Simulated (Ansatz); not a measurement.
Ansatz (a quantum-chemistry and plane-wave program) input (CCSD(T)/aug-cc-pVDZ):

Ansatz 0.2 input:
```yaml
crystal:
  periodic: [false, false, false]
  atoms:
    - {symbol: C, position_ang: [2.07542733, 0.84938906, -0.02470499]}
    - {symbol: C, position_ang: [1.17813640, -0.33510109, -0.13244429]}
    - {symbol: C, position_ang: [-0.10918838, -0.03168648, -0.84696193]}
    - {symbol: C, position_ang: [-1.34040597, -0.05003086, -0.34138021]}
    - {symbol: C, position_ang: [-1.75266528, -0.38767215, 1.05764487]}
    - {symbol: H, position_ang: [1.65950491, 1.84162803, 0.08313920]}
    - {symbol: H, position_ang: [3.14696199, 0.72976133, 0.05886137]}
    - {symbol: H, position_ang: [0.96984275, -0.74117639, 0.86727997]}
    - {symbol: H, position_ang: [1.70391315, -1.13911239, -0.66139824]}
    - {symbol: H, position_ang: [0.00678815, 0.25253439, -1.88867149]}
    - {symbol: H, position_ang: [-2.15632028, 0.20959993, -1.01024475]}
    - {symbol: H, position_ang: [-0.90773383, -0.61346549, 1.70633043]}
    - {symbol: H, position_ang: [-2.30673478, 0.44222849, 1.50569983]}
    - {symbol: H, position_ang: [-2.42404669, -1.25138892, 1.06608309]}
basis:
  gaussian:
    orbitals: aug-cc-pVDZ
magnetization: {spin_polarized: true, initial_magnetization: 1}
correlation: {method: ccsd_t, electrons: outside_noble_gas}
output: {forces: true}
```

Output:

```
Functional definition: HF
integrals: 1.57 GiB planned
1947 factors; integrals over basis functions are off by at most 6.7e-4 eV
0.90 GiB of device memory are held for the factors and their scratch space
mean field: 1.25 GiB planned
mean field evaluation 1: about -5288.6021 eV, gradient 2.8e1 eV
mean field evaluation 2: about -5288.6072 eV, gradient 2.8e1 eV
mean field evaluation 4: about -5293.4289 eV, gradient 3.0e0 eV
mean field evaluation 8: about -5293.5222 eV, gradient 1.8e-1 eV
mean field evaluation 16: about -5292.7541 eV, gradient 1.1e1 eV
mean field evaluation 32: about -5293.5095 eV, gradient 2.6e-1 eV
mean field -5293.52336539 eV, -194.5333955992 hartree, gradient 1.8e-6 eV, S^2 0.765923; 2 other end points of the search recorded, 0 dependent functions left out
5 core orbitals not correlated
reference -5293.52336539 eV, -194.5333955992 hartree; 15, 14 occupied and 176, 177 virtual orbitals, 1947 factors
densities: 13.10 GiB planned
second order -18.92570718 eV of doubles, -0.00000000 eV of singles
coupled cluster: 9.73 GiB planned
cycle   1  -20.05268034 eV  change    -1.1e0 eV  update   9.4e-2
cycle   2  -20.60519998 eV  change   -5.5e-1 eV  update   3.1e-2
cycle   3  -20.70818152 eV  change   -1.0e-1 eV  update   1.4e-2
cycle   4  -20.70933772 eV  change   -1.2e-3 eV  update   5.1e-3
cycle   5  -20.70932580 eV  change    1.2e-5 eV  update   2.3e-3
cycle   6  -20.70935837 eV  change   -3.3e-5 eV  update   1.1e-3
cycle   7  -20.70940958 eV  change   -5.1e-5 eV  update   4.9e-4
cycle   8  -20.70949988 eV  change   -9.0e-5 eV  update   2.1e-4
cycle   9  -20.70947178 eV  change    2.8e-5 eV  update   8.3e-5
cycle  10  -20.70943507 eV  change    3.7e-5 eV  update   3.6e-5
cycle  11  -20.70945597 eV  change   -2.1e-5 eV  update   1.6e-5
cycle  12  -20.70946141 eV  change   -5.4e-6 eV  update   6.0e-6
cycle  13  -20.70946531 eV  change   -3.9e-6 eV  update   2.5e-6
cycle  14  -20.70946638 eV  change   -1.1e-6 eV  update   9.5e-7
cycle  15  -20.70946632 eV  change    5.8e-8 eV  update   4.2e-7
cycle  16  -20.70946634 eV  change   -1.7e-8 eV  update   1.9e-7
perturbative correction -0.73774360 eV, -0.0271115774 hartree
the calculation of the forces begins
0.90 GiB of device memory are held for the factors and their scratch space
Total energy: -5314.97057534 eV, -195.3215660272 hartree
Atom 0 at     2.075427     0.849389    -0.024705 Å, force     0.058818     0.115128    -0.075327 eV/Å
Atom 1 at     1.178136    -0.335101    -0.132444 Å, force    -0.043626    -0.245460     0.071126 eV/Å
Atom 2 at    -0.109188    -0.031686    -0.846962 Å, force     1.056576     0.039157    -0.410659 eV/Å
Atom 3 at    -1.340406    -0.050031    -0.341380 Å, force    -1.017045    -0.001588     0.381041 eV/Å
Atom 4 at    -1.752665    -0.387672     1.057645 Å, force    -0.065070    -0.036426     0.122460 eV/Å
Atom 5 at     1.659505     1.841628     0.083139 Å, force    -0.195939     0.494189     0.058884 eV/Å
Atom 6 at     3.146962     0.729761     0.058861 Å, force     0.513528    -0.048613     0.048981 eV/Å
Atom 7 at     0.969843    -0.741176     0.867280 Å, force    -0.085974    -0.157263     0.403436 eV/Å
Atom 8 at     1.703913    -1.139112    -0.661398 Å, force     0.204997    -0.311145    -0.224369 eV/Å
Atom 9 at     0.006788     0.252534    -1.888671 Å, force     0.040820     0.131857    -0.509519 eV/Å
Atom 10 at    -2.156320     0.209600    -1.010245 Å, force    -0.378681     0.124412    -0.323996 eV/Å
Atom 11 at    -0.907734    -0.613465     1.706330 Å, force     0.388063    -0.095564     0.292587 eV/Å
Atom 12 at    -2.306735     0.442228     1.505700 Å, force    -0.213932     0.356323     0.176740 eV/Å
Atom 13 at    -2.424047    -1.251389     1.066083 Å, force    -0.262535    -0.365008    -0.011385 eV/Å
Dipole moment:    -0.033165    -0.056216     0.068056 e Å
```

It need not be the lowest isomer of its formula.
